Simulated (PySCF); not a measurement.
## Which determinant of RbLi lies lowest?

Unrestricted PBE0; PySCF, spin-free X2C with a Gaussian nucleus, basis sets Rb x2c-TZVPall, Li x2c-TZVPall. Outer shells of the fragments: Rb 5s1; Li 2s1.

Followed along the bond (rough minima from three points):

| 2Ms+1 | unpaired | ⟨S²⟩ at the start | R at minimum (Å) | Te (eV) |
| --- | --- | --- | --- | --- |
| 1 | none | 0.00 | 3.53 | 0.00 |
| 3 | σ ↑, π ↑ | 2.00 | 3.41 | 1.17 |
| 1 | σ ↑, π ↓ | 1.00 | 3.56 | 1.56 |
| 3 | σ ↑↑ | 2.00 | none in the scan | ≤ 0.59 |

Solutions found at the starting distance of 3.345 Å, counted from the lowest of them; the search is not exhaustive and high or unbound solutions are not listed, so other states can lie among these:

| 2Ms+1 | unpaired | term | E (eV) | ⟨S²⟩ | ⟨Lz²⟩ | μ (D) |
| --- | --- | --- | --- | --- | --- | --- |
| 1 | none | ¹Σ⁺ | 0.00 | 0.00 | 0.00 | -3.75 |
| 3 | σ ↑↑ | ³Σ⁺ | 0.84 | 2.00 | 0.00 | -0.70 |
| 3 | σ ↑, π ↑ | ³Π | 1.15 | 2.00 | 1.00 | -5.30 |
| 1 | σ ↑, π ↓ | mixed | 1.56 | 1.00 | 1.00 | -4.25 |
| 3 | σ ↑, δ ↑ | ³Δ | 2.64 | 2.00 | 4.00 | 3.53 |
| 1 | σ ↑, δ ↓ | mixed | 2.65 | 1.00 | 4.00 | 3.41 |

A term symbol is given only where ⟨S²⟩ and ⟨Lz²⟩ are close to those of a pure state; real π, δ and φ orbitals otherwise mix terms. A positive dipole means Rb(−)Li(+).

The measured ground state is X ¹Σ+ (Huber and Herzberg, Constants of Diatomic Molecules (1979)).

Counting both spins, an empty level lies below a filled one in some of these solutions, because spin and occupation are held.
